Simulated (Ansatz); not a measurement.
Coupled-cluster run, `C[O][SnH2][Se]C`.

```yaml
crystal:
  periodic: [false, false, false]
  atoms:
    - {symbol: C, position_ang: [-1.827975, -0.946272, -0.184792]}
    - {symbol: O, position_ang: [-1.824385, 0.237296, -0.938042]}
    - {symbol: Sn, position_ang: [-0.278785, 1.448806, -0.816909]}
    - {symbol: Se, position_ang: [1.849514, 0.133078, -1.070370]}
    - {symbol: C, position_ang: [2.061214, -0.347435, 0.819445]}
    - {symbol: H, position_ang: [-2.747239, -1.494975, -0.410001]}
    - {symbol: H, position_ang: [-0.979229, -1.599796, -0.430591]}
    - {symbol: H, position_ang: [-1.810709, -0.756083, 0.898905]}
    - {symbol: H, position_ang: [-0.290216, 2.117819, 0.759361]}
    - {symbol: H, position_ang: [-0.518107, 2.533540, -2.100117]}
    - {symbol: H, position_ang: [1.315661, -1.082844, 1.113279]}
    - {symbol: H, position_ang: [3.055979, -0.780569, 0.910696]}
    - {symbol: H, position_ang: [1.994278, 0.537425, 1.449125]}
basis:
  gaussian: {orbitals: def2-TZVPP}
correlation: {method: ccsd_t}
```

```sh
$ ansatz run in.yaml --threads 2 --pin off --events-out ev --progress --plain --max-ram 22528MiB --backend cuda --devices 0, --max-vram 18GiB
```

Log, shortened:

```
Functional definition: HF
1979 factors; integrals over basis functions are off by at most 1.1e-3 eV
mean field evaluation 1: about -75331.2045 eV, gradient 4.1e1 eV
mean field evaluation 2: about -75331.5040 eV, gradient 4.1e1 eV
mean field evaluation 4: about -75335.4302 eV, gradient 4.8e0 eV
mean field evaluation 8: about -75335.5088 eV, gradient 3.2e-1 eV
mean field -75335.50937256 eV, -2768.5289051993 hartree, gradient 4.9e-6 eV, S^2 0.000000; 0 other end points of the search recorded, 0 dependent functions left out
16 core orbitals not correlated: weight in the atoms' cores, before any rotation towards them, 1.000 or more for the frozen orbitals, at most 0.000 for the correlated occupied ones
reference -75335.50937256 eV, -2768.5289051993 hartree; 26, 26 occupied and 261, 261 virtual orbitals, 1979 factors
second order -32.59585007 eV of doubles, -0.00000000 eV of singles
cycle   1  -32.46922544 eV  change    1.3e-1 eV  update   1.3e-1
cycle   2  -33.30341316 eV  change   -8.3e-1 eV  update   3.9e-2
cycle   3  -33.47633842 eV  change   -1.7e-1 eV  update   2.2e-2
cycle   4  -33.46148469 eV  change    1.5e-2 eV  update   5.6e-3
cycle   5  -33.45680715 eV  change    4.7e-3 eV  update   2.8e-3
cycle   6  -33.45812102 eV  change   -1.3e-3 eV  update   9.7e-4
cycle   7  -33.45791271 eV  change    2.1e-4 eV  update   4.3e-4
cycle   8  -33.45774836 eV  change    1.6e-4 eV  update   1.3e-4
cycle   9  -33.45781451 eV  change   -6.6e-5 eV  update   5.5e-5
cycle  10  -33.45783952 eV  change   -2.5e-5 eV  update   2.0e-5
perturbative correction -1.22034735 eV, -0.0448469378 hartree
Total energy: -75370.18755943 eV, -2769.8033050610 hartree
```

It took 9.5 s on 2 threads of an AMD EPYC 7R13 on a shared host and a share of an NVIDIA H100 80 GB, with 0.89 GiB of host memory at the peak.

Correlation energy per correlated electron: -0.667 eV. T1 diagnostic: 0.0120.
